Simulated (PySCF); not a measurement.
Ti(Cl)2(O), Cl₂OTi, SMILES [O]=[Ti]([Cl])[Cl], singlet (PBE0/def2-SVP optimised geometry):

```
4

Ti    -0.401    -0.144     0.000
Cl    -1.815     1.562     0.000
Cl     1.815    -0.144     0.000
O     -1.065    -1.562    -0.096
```

Calculation: PBE0/def2-TZVP run with PySCF.

Task: What are the frontier orbital energies and the dipole moment?

Result: HOMO-2 -9.84 eV, HOMO-1 -9.66 eV, HOMO -9.34 eV, LUMO -3.91 eV, LUMO+1 -3.55 eV; dipole moment 0.68 D.

Meta-Löwdin charges at PBE0/def2-TZVP: Ti1 1.31, Cl2 -0.45, Cl3 -0.45, O4 -0.42.
